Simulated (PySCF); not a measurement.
# Radial density of Be (beryllium, neutral)

UHF, [He] 2s2, closed-shell 1S. Calculation: PySCF 2.14, in 6-31G*; no relativity, point nucleus.

```tsv
r (bohr)	4πr²ρ (e/bohr)
0.00757	0.02372
0.0127	0.06541
0.0214	0.1739
0.0360	0.4355
0.0606	1.017
0.102	2.074
0.171	3.427
0.288	3.965
0.485	2.593
0.816	0.7841
1.37	0.5901
2.31	0.7997
3.88	0.2749
6.53	0.006667
```
